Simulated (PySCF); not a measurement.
The PySCF input:
```python
from pyscf import gto, scf, dft

mol = gto.M(
    atom='''
Si   -1.49296222    0.17053097    0.31614310
As    0.75371282   -0.07592101   -0.21903957
H    -2.29367511   -0.77990177   -0.46688108
H    -1.93901103    1.52536083   -0.03432123
H    -1.81909019   -0.04494677    1.73089424
H     0.88634284   -1.32044560    0.60966261
H     1.19438155    0.73789324    0.96294779
''',
    basis='cc-pvdz',
    verbose=3,
)

mf = dft.RKS(mol)
mf.xc = 'b3lyp5'
mf.kernel()
```

Problem. What is the computed HOMO energy (B3LYP5/cc-pVDZ (PySCF))?

Solution. -7.23 eV

Problem. What dipole moment does B3LYP5/cc-pVDZ give?

Solution. 0.37 D

Problem. Predict the total energy from B3LYP5/cc-pVDZ.

Solution. -2528.193454 Ha

Problem. What is the computed Mulliken (on the basis functions themselves) charges in atom order (B3LYP5/cc-pVDZ)?

Solution. Si1 0.19, As2 0.02, H3 -0.06, H4 -0.06, H5 -0.06, H6 -0.02, H7 -0.02

Problem. Predict the HOMO-LUMO gap from B3LYP5/cc-pVDZ.

Solution. 7.68 eV

Problem. What number of basis functions does B3LYP5/cc-pVDZ give?

Solution. 70
